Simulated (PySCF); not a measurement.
# Computed records: AlBH$_{2}$NO, FO$_{2}$Si

All values are calculated (PySCF 2.14.0). Calculation on a computer-drawn molecule: optimised geometry and harmonic frequencies of an isolated molecule of the commonest isotopes, restricted reference for singlets and unrestricted otherwise, frozen core in MP2.

Common to all runs: method MP2.

```json
{"entry": 1, "formula": "AlBH2NO", "start_structure": {"atoms_angstrom": [["O", -1.6282, -1.3166, -2.3304], ["B", -1.6721, -0.8844, -1.2299], ["N", -1.6189, -0.3032, 0.0624], ["Al", -0.4104, 0.7935, 0.6488], ["H", -2.3867, -0.5935, 0.6554], ["H", 0.6507, 1.7656, 1.1869]]}, "given": {"charge": 1, "multiplicity": 1, "basis": "cc-pV(D+d)Z", "drawn_bonds_atom": [1, 2, 3, 3, 4], "drawn_bonds_other_atom": [2, 3, 4, 5, 6], "drawn_bonds_order": [2, 1, 1, 1, 1]}, "results": {"optimised_atom_element": ["O", "B", "N", "Al", "H", "H"], "optimised_atom_x [angstrom]": [-1.613, -1.662, -1.635, -0.4097, -2.418, 0.6725], "optimised_atom_y [angstrom]": [-1.321, -0.8785, -0.3047, 0.7989, -0.6067, 1.773], "optimised_atom_z [angstrom]": [-2.366, -1.232, 0.08529, 0.661, 0.6768, 1.169], "modes_frequency [cm^-1]": [112.4, 350.3, 380.7, 410.3, 483.4, 499.1, 758.2, 1005, 1189, 2025, 2127, 3536], "modes_reduced_mass [dalton]": [5.886, 1.443, 1.314, 1.13, 6.079, 5.04, 8.064, 2.825, 1.587, 12.01, 1.05, 1.074], "rotational_constants [GHz]": [32.7, 2.857, 2.627], "total_energy [hartree]": -397.3769, "convergence_status_largest_gradient_component [hartree/bohr]": 3.091e-05}}
{"entry": 2, "formula": "FO2Si", "start_structure": {"atoms_angstrom": [["O", -2.3685, -0.662, 3.598], ["Si", -0.9462, -0.6858, 3.0518], ["O", 0.0805, -1.757, 2.705], ["F", -0.3817, 0.8089, 2.7673]]}, "given": {"charge": -1, "multiplicity": 1, "basis": "aug-cc-pV(D+d)Z", "drawn_bonds_atom": [1, 2, 2], "drawn_bonds_other_atom": [2, 3, 4], "drawn_bonds_order": [2, 1, 1]}, "results": {"optimised_atom_element": ["O", "Si", "O", "F"], "optimised_atom_x [angstrom]": [-2.414, -0.9479, 0.114, -0.3675], "optimised_atom_y [angstrom]": [-0.6607, -0.6904, -1.791, 0.8464], "optimised_atom_z [angstrom]": [3.616, 3.053, 2.694, 2.76], "modes_frequency [cm^-1]": [351.0, 369.8, 401.1, 714.8, 956.4, 1200], "modes_reduced_mass [dalton]": [18.25, 17.61, 22.25, 19.62, 18.18, 20.45], "rotational_constants [GHz]": [8.212, 7.416, 3.897], "total_energy [hartree]": -539.0116, "convergence_status_largest_gradient_component [hartree/bohr]": 1.271e-05}}
{"entry": 3, "formula": "AlBH2NO", "start_structure": {"atoms_angstrom": [["N", 1.8741, -0.7973, 1.0647], ["B", 0.7129, -0.7906, 1.4832], ["O", -0.5211, -0.791, 1.9303], ["Al", -1.9489, -1.3502, 2.6797], ["H", 2.7932, -0.765, 0.7206], ["H", -3.1553, -0.3176, 2.6873]]}, "given": {"charge": 0, "multiplicity": 2, "basis": "cc-pV(D+d)Z", "drawn_bonds_atom": [1, 2, 3, 1, 4], "drawn_bonds_other_atom": [2, 3, 4, 5, 6], "drawn_bonds_order": [2, 1, 1, 1, 1]}, "results": {"optimised_atom_element": ["N", "B", "O", "Al", "H", "H"], "optimised_atom_x [angstrom]": [1.886, 0.6935, -0.578, -1.873, 2.831, -3.205], "optimised_atom_y [angstrom]": [-0.8445, -0.691, -0.5207, -1.346, -0.9215, -0.4884], "optimised_atom_z [angstrom]": [1.08, 1.449, 1.838, 2.651, 0.7716, 2.776], "modes_frequency [cm^-1]": [65.06, 82.84, 110.1, 141.3, 484.0, 489.3, 576.7, 647.6, 1115, 1900, 2057, 3926], "modes_reduced_mass [dalton]": [5.512, 1.667, 1.649, 1.132, 3.061, 2.988, 1.628, 2.717, 11.48, 1.047, 8.448, 1.1], "rotational_constants [GHz]": [78.22, 2.598, 2.515], "total_energy [hartree]": -397.6266, "spin_squared": 0.7566, "convergence_status_largest_gradient_component [hartree/bohr]": 9.777e-06}}
```
